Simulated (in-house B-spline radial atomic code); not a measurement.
How numerical settings move a run on neutral magnesium, [Ne] 3s2. Computed with a B-spline radial code for spherical atoms: scalar-relativistic (X2C) LDA exchange-only, spherical fractional occupations, Fermi nucleus of rms radius 3.057 fm.

Command:
```bash
python run_scf.py task.json out
```
Settings of the sound reference run:
```
Z                12
electrons        12
configuration    [Ne] 3s2
hamiltonian      x2c
method           lda,
spin_polarised   False
nucleus          fermi
rms_radius       3.057
mass_number      24
atomic_mass      23.98504
speed_of_light   137.036
knot_spacing     0.22
spline_order     8
gauss_points     12
box_radius       50
max_iterations   70
damping          0.5
damped_steps     3
diis_vectors     10
tolerance        1e-08
start            Thomas-Fermi
```

Run time, properties included: 0.29 s on 1 thread of Arm Neoverse N1 (shared host).

It converges in 8 iterations to -198.553574 hartree, with 3s at -3.87362 eV. The other runs change the listed settings, some to values that make no sense; their results aren't properties of the atom or ion. Radii are in bohr (the nuclear one in fm), a minus after a letter asks for a j subshell, and «unchanged» means within 1e-8 hartree. The run stops when the residual is below 10 × tolerance × max(1, Z/10), or a noise floor if that is larger, and the energy moves by less than 1e-8 × √|E| hartree; so very loose and very tight tolerances often act alike.

| changed settings | outcome |
| --- | --- |
| spline_order = 7 | converged in 8 iterations, energy unchanged |
| electrons = 13, configuration = [Ne] 3s2 4p-1, max_iterations = 50 | stopped with error: j subshells need the Dirac Hamiltonian and l > 0 |
| knot_spacing = 1.4 | converged in 9 iterations, energy +5.83e+00 hartree from the reference, 3s level -1.8e-02 eV |
| knot_spacing = 0.75 | converged in 9 iterations, energy +2.49e-02 hartree from the reference, 3s level +2.3e-04 eV |
| spline_order = 5 | converged in 8 iterations, energy +7.74e-07 hartree from the reference, 3s level +2.9e-07 eV |
| hamiltonian = dirac, method = revtpss,revtpss | stopped with error: meta-GGAs are not served with the Dirac Hamiltonian |
| knot_spacing = 2 | converged in 8 iterations, energy +2.40e+00 hartree from the reference, 3s level +1.7e-01 eV |
| first_knot = 0.0833, max_iterations = 100, damped_steps = 0, tolerance = 0.001, start = bare nucleus | converged in 9 iterations, energy +1.63e-02 hartree from the reference, 3s level +1.9e-04 eV |
| knot_spacing = 1.4, gauss_points = 4, first_knot = 8.33e-05, max_iterations = 2 | not converged after 2 iterations, last residual 2.0e-01, last energy +3.21e-01 hartree from the reference |
| knot_spacing = 0.1 | converged in 8 iterations, energy +4.56e-07 hartree from the reference |
| knot_spacing = 0.4 | converged in 8 iterations, energy +7.96e-06 hartree from the reference, 3s level +3.1e-06 eV |
| spline_order = 6 | converged in 8 iterations, energy -4.60e-08 hartree from the reference, 3s level +5.6e-07 eV |
| knot_spacing = 0.55 | converged in 9 iterations, energy +1.21e-03 hartree from the reference, 3s level +1.2e-05 eV |
| max_iterations = 100, damping = 0.2, diis_vectors = 2, tolerance = 0.0001 | converged in 8 iterations, energy unchanged, 3s level +3.0e-05 eV |
| knot_spacing = 0.3 | converged in 8 iterations, energy -1.97e-07 hartree from the reference |

**Question.** What happens with electrons = 15, configuration = [Ne] 3s2 4s3, max_iterations = 100?

**Answer.** Stopped with error: shell 4s holds at most 2 electrons.

**Question.** What happens with max_iterations = 12, start = bare nucleus?

**Answer.** Converged in 10 iterations, energy unchanged, 3s level +5.3e-06 eV.

**Question.** What happens with knot_spacing = 0.15?

**Answer.** Converged in 8 iterations, energy +5.62e-07 hartree from the reference, 3s level +1.9e-06 eV.

**Question.** What happens with spline_order = 4?

**Answer.** Converged in 8 iterations, energy +3.88e-05 hartree from the reference, 3s level -1.6e-06 eV.
